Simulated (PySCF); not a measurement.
Excitations are Tamm–Dancoff values on a coarser integration grid. The basis has no diffuse functions, so Rydberg states are missing or too high.

Z-matrix (Å, degrees):
```
C
H 1 1.0938
C 1 1.4983 2 107.89
C 3 1.3209 1 125.44 2 0.00
H 4 1.0820 3 121.79 1 -180.00
H 4 1.0841 5 116.89 3 -179.99
H 3 1.0885 4 119.22 5 0.00
C 1 1.5272 2 108.40 3 119.85
H 8 1.0900 1 111.26 2 -59.17
H 8 1.0912 9 108.31 1 -122.07
H 8 1.0926 9 107.87 10 -116.33
C 1 1.5272 2 108.40 3 -119.85
H 12 1.0900 1 111.26 2 59.17
H 12 1.0912 13 108.31 1 122.07
H 12 1.0926 13 107.87 14 116.33
```
Charge 0, spin multiplicity 1.

Predict the HOMO, brightest of the four lowest singlets (TDA), T1 excitation (TDA), dipole moment and S1 oscillator strength from CAM-B3LYP-D3(BJ)/def2-TZVP run with PySCF.


| Item | Value |
|---|---|
| HOMO | -8.75 eV |
| brightest of the four lowest singlets (TDA) | 7.97 eV |
| T1 excitation (TDA) | 4.52 eV |
| dipole moment | 0.072 e·Å |
| S1 oscillator strength | 0.641 |
